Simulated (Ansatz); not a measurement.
This geometry of ClF4HW (7 atoms, charge 0, multiplicity 1) is a first-order saddle point.

The calculation used Ansatz, RKS PBE0/def2-SVP.

```xyz
7
Properties=species:S:1:pos:R:3
W -0.234 0.000 -0.042
H 1.030 0.000 1.224
F 1.871 0.000 0.411
F -0.261 1.793 0.350
F -2.089 0.000 0.048
F -0.262 -1.793 0.350
Cl 0.754 0.000 -2.072
```

**Question.** Which two structures does it join? (They come from a converged band through this point; their orientation in space is the band's.)

**Answer.** Bonds broken: W1–H2. Bonds formed: H2–F3.

Image 0:

```xyz
7
Properties=species:S:1:pos:R:3
W 0.049 0.000 0.004
H 0.299 0.000 1.695
F 1.895 0.000 0.179
F -0.040 1.822 0.207
F -1.771 0.000 0.268
F -0.040 -1.822 0.207
Cl 0.417 0.000 -2.291
```

Image 6:

```xyz
7
Properties=species:S:1:pos:R:3
W -0.495 0.000 -0.174
H 1.772 -0.001 1.495
F 1.826 0.000 0.566
F -0.392 1.798 0.206
F -2.337 0.000 0.002
F -0.392 -1.798 0.207
Cl 0.828 0.000 -2.034
```

**Question.** How far does it lie above each of them?

**Answer.** 1.24 eV above the first and 0.30 eV above the second. This is the barrier of this one path; another mechanism may lie lower. The orbitals stay closed-shell, which can raise the energy where a bond breaks towards radicals; this wasn't checked here.

The run took 4.8 min on 2 threads of Arm Neoverse V1, on a shared host, peak memory 0.3 GiB.
